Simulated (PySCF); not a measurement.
A structure optimised at B3LYP-D3(BJ)/def2-TZVP, used in a PySCF frequency run:

```
As
F 1 1.7444
F 1 1.7444 2 96.76
```
Charge 0, spin multiplicity 2.

Question: Write its SMILES, formula and point group.

Answer: F[As]F, AsF₂, C2v

Question: What are its rotational constants (standard atomic weights)?

Answer: 14.934, 7.8211, 5.1330 GHz
